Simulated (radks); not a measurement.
Results of a calculation; reference values are marked as such.
Pd, configuration [Kr] 4d8 5s2 (not the ground configuration).

Code: a radial shooting solver on a logarithmic mesh with Libxc functionals. Model: Dirac Kohn-Sham, BLYP, spin-unpolarised, spherical densities, finite nucleus; open shells fill j = l - 1/2 first; Fermi nuclear charge, rms radius 4.5318 fm.

Energy parts (eV):
total: -137343.014
kinetic: 143460.499
electron-nucleus: -332595.268
Hartree: 55721.895
exchange-correlation: -3930.140

Orbitals (lengths in bohr, moments of r in powers of bohr):
| orbital | occ. | eigenvalue (eV) | <r^4> |
|---|---|---|---|
| 1s1/2 | 2 | -24162.97 | 4.882e-06 |
| 2s1/2 | 2 | -3533.511 | 0.0008735 |
| 2p1/2 | 2 | -3278.492 | 0.0005709 |
| 2p3/2 | 4 | -3119.013 | 0.0006541 |
| 3s1/2 | 2 | -642.9036 | 0.04168 |
| 3p1/2 | 2 | -542.2537 | 0.04160 |
| 3p3/2 | 4 | -514.4598 | 0.04641 |
| 3d3/2 | 4 | -336.1328 | 0.04305 |
| 3d5/2 | 6 | -330.5894 | 0.04458 |
| 4s1/2 | 2 | -92.3139 | 1.523 |
| 4p1/2 | 2 | -61.0483 | 2.187 |
| 4p3/2 | 4 | -56.5065 | 2.476 |
| 4d3/2 | 4 | -9.7939 | 13.00 |
| 4d5/2 | 4 | -9.2875 | 13.99 |
| 5s1/2 | 2 | -5.3958 | 195.9 |

The highest occupied level is 5s1/2 at -5.396 eV. The electron density at the nucleus is 1.329e+05 e/bohr^3.
